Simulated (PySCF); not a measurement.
Compound: BH7NOSi (charge -1).
SMILES: `N[BH2-]O[SiH3]`

Torsions of this conformer, `[NH2:1][BH2-:2][O:3][SiH3:4]`: N1–B2–O3–Si4 1°, H–N1–B2–O3 -117°, H–N1–B2–O3 116°.

The closed-shell ground state was solved at several levels (PySCF, density fitting, gas phase, non-relativistic). Geometry: PBE0-D3(BJ)/def2-SVP, one conformer, isolated ion. The geometry's basis has no diffuse functions, a weakness for an anion. No diffuse functions stand in pcSseg-1 and pcSseg-2, which bears on an anion's orbital energies.

| level | basis functions | HOMO (eV) | LUMO (eV) | gap (eV) |
| --- | --- | --- | --- | --- |
| CAM-B3LYP/pcSseg-2 | 249 | -3.22 | 5.17 | 8.39 |
| PBE0/pcSseg-1 | 110 | -1.67 | 5.53 | 7.20 |

Problem. What might CAM-B3LYP/def2-SVPD (143 basis functions) give for the same quantities?

Solution. HOMO -3.22 eV, LUMO 4.84 eV, gap 8.06 eV.

Problem. Over all these levels, which gives the widest orbital gap and which the narrowest?

Solution. CAM-B3LYP/pcSseg-2 (range-separated hybrid) has the widest, 8.39 eV, and PBE0/pcSseg-1 (global hybrid, 25 % exact exchange) the narrowest, 7.20 eV. Functional and basis both differ between the two, so the spread mixes both effects.
